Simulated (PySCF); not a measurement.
Compound: C6H7NS.
Cartesian coordinates in Å at the PBE0-D3(BJ)/def2-SVP level; atoms count from 1:
```xyz
15
C6H7NS angstrom
C      2.777    0.329   -0.138
S      1.727   -1.122   -0.297
C      0.114   -0.473   -0.075
C     -0.960   -1.374   -0.141
C     -2.251   -0.891    0.032
N     -2.545    0.389    0.260
C     -1.525    1.237    0.320
C     -0.187    0.872    0.163
H      2.693    0.785    0.859
H      3.804   -0.033   -0.275
H      2.560    1.075   -0.916
H     -0.787   -2.437   -0.325
H     -3.098   -1.586   -0.017
H     -1.773    2.288    0.507
H      0.589    1.635    0.229
```

Theory: PySCF, TDDFT CAM-B3LYP/def2-SVPD, vertical, gas phase, core orbitals frozen in the response.

Transition dipole moments from the ground state, in atomic units and in the frame of the coordinates above (overall signs are arbitrary), for the states with f of 0.002 or more among the lowest 9:

| state | E (eV) | μx | μy | μz |
| --- | --- | --- | --- | --- |
| S1 | 5.167 | 0.012 | -0.029 | 0.180 |
| S2 | 5.202 | 0.225 | -0.051 | -0.024 |
| S3 | 5.332 | -1.294 | 0.252 | 0.135 |
| S6 | 6.279 | -0.011 | 1.055 | 0.195 |
| S7 | 6.281 | 0.018 | -0.145 | 0.220 |
| S8 | 6.618 | 0.021 | -0.040 | 0.252 |
| S9 | 6.711 | -1.355 | 0.332 | 0.154 |

Problem. What oscillator strength does each state have?

Solution. f = (2/3) ΔE |μ|² with ΔE in hartree (27.2114 eV).

| state | \|μ\|² (au) | \|μ\| (D) | f |
| --- | --- | --- | --- |
| S1 | 0.033 | 0.47 | 0.004 |
| S2 | 0.054 | 0.59 | 0.007 |
| S3 | 1.756 | 3.37 | 0.229 |
| S6 | 1.152 | 2.73 | 0.177 |
| S7 | 0.070 | 0.67 | 0.011 |
| S8 | 0.065 | 0.65 | 0.011 |
| S9 | 1.971 | 3.57 | 0.324 |

Problem. Which bond between heavy atoms lies closest to the direction of the S9 transition dipole?

Solution. C7–C8, at 1° from it; next C4–C5 at 7°.

Problem. What angle do the transition dipoles of S6 and S7 make?

Solution. |cos θ| = |μa·μb| / (|μa| |μb|) = 0.39, so θ ≈ 67° (taken between 0 and 90°, since the signs are arbitrary).

Problem. How is the summed strength of these states shared among x, y and z?

Solution. (2/3) Σ ΔE μα² gives 0.527 for x, 0.202 for y and 0.034 for z, 0.763 in all.

Problem. What peak molar absorption coefficient would the strongest computed level give as a lone Gaussian band 0.3 eV wide at half height?

Solution. ε(max) = 2.175×10⁸ f / FWHM, with the width in cm⁻¹. S9: 2.175×10⁸ × 0.3240 / 2420 ≈ 29000 L mol⁻¹ cm⁻¹.

All these states lie below the vertical ionisation energy of 8.57 eV (ΔSCF).

On one thread of an x86-64 server, on a shared host, this took 4.0 min of wall time.

One conformer stands for the species.
